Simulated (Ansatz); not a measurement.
Wavefunction ladder for `[SiH3][N]([SiH3])[Mg][Cl]`

```xyz
11

Si   -0.752    1.451   -0.294
N     0.112    0.016    0.056
Si   -0.394   -1.585   -0.279
Mg    1.810    0.213    0.905
Cl    3.743    0.439    1.872
H    -2.065    1.540    0.406
H     0.095    2.594    0.182
H    -1.004    1.652   -1.749
H    -1.651   -1.971    0.423
H     0.696   -2.493    0.209
H    -0.589   -1.855   -1.732
```

Total charge 0; spin multiplicity 1. Correlated methods include outer-core shells of Mg, which these sets cover unevenly. Geometry: relaxed with PBE0-D4/def2-TZVP. It is one conformer, not always the lowest. Frozen core, restricted reference, Ansatz. CBS rows extrapolate triple and quadruple zeta; past MP2 they add the triple-zeta difference. For Mg the program correlates outer-core shells too, which these sets cover unevenly, so the extrapolated numbers aren't a true limit.

```tsv
basis	HF (Eh)	MP2 corr.	CCSD corr.	(T)	CCSD(T) total
def2-SVP	-1294.63194	-0.53598	-0.59561	-0.01491	-1295.24246
def2-TZVPP	-1295.13470	-0.84730	-0.91186	-0.02975	-1296.07631
def2-QZVPP	-1295.17881	-0.94202	–	–	–
CBS(def2)	-1295.18489	-1.01218	-1.07674	as TZ	-1296.29138
```
